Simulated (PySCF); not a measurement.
C5H7N, SMILES C1N=CC(C1)=C.

The structure is a stationary point at PBE0-D3(BJ)/def2-SVP. One conformer was computed; it need not be the lowest.

All values below come from TDA-CAM-B3LYP/def2-SVPD (PySCF 2.14.0).

Vertical excitations.  State labels are in the subgroup Cs.

List the lowest excited states. (The exact figures need the calculation; the answer reports its results.)


| state | symmetry | energy (eV) | λ (nm) | f | main pairs |
|---|---|---|---|---|---|
| S1 | A" | 4.94 | 251 | 0.004 | HOMO−1→LUMO 94 % |
| S2 | A' | 6.11 | 203 | 0.604 | HOMO→LUMO 92 % |
| S3 | A" | 6.83 | 182 | 0.012 | HOMO→LUMO+1 95 % |
| S4 | A" | 7.39 | 168 | 0.000 | HOMO−3→LUMO 71 %, HOMO−1→LUMO+3 23 % |
| S5 | A' | 7.46 | 166 | 0.029 | HOMO→LUMO+3 79 %, HOMO−2→LUMO 17 % |
| S6 | A" | 7.52 | 165 | 0.003 | HOMO→LUMO+2 91 % |
| S7 | A' | 7.56 | 164 | 0.011 | HOMO−1→LUMO+1 76 %, HOMO−1→LUMO+2 13 % |
| S8 | A" | 7.83 | 158 | 0.001 | HOMO→LUMO+4 65 %, HOMO−1→LUMO+3 19 % |
| S9 | A" | 7.83 | 158 | 0.003 | HOMO−1→LUMO+3 44 %, HOMO→LUMO+4 27 %, HOMO−3→LUMO 19 % |
| S10 | A" | 7.99 | 155 | 0.000 | HOMO−4→LUMO 92 % |
| T1 | A' | 3.27 | 379 | 0 | HOMO→LUMO 93 % |
| T2 | A" | 4.09 | 303 | 0 | HOMO−1→LUMO 89 % |
| T3 | A' | 5.17 | 240 | 0 | HOMO−2→LUMO 57 %, HOMO→LUMO+3 29 % |
| T4 | A" | 6.72 | 185 | 0 | HOMO→LUMO+1 93 % |
Triplets are in the Tamm–Dancoff approximation.
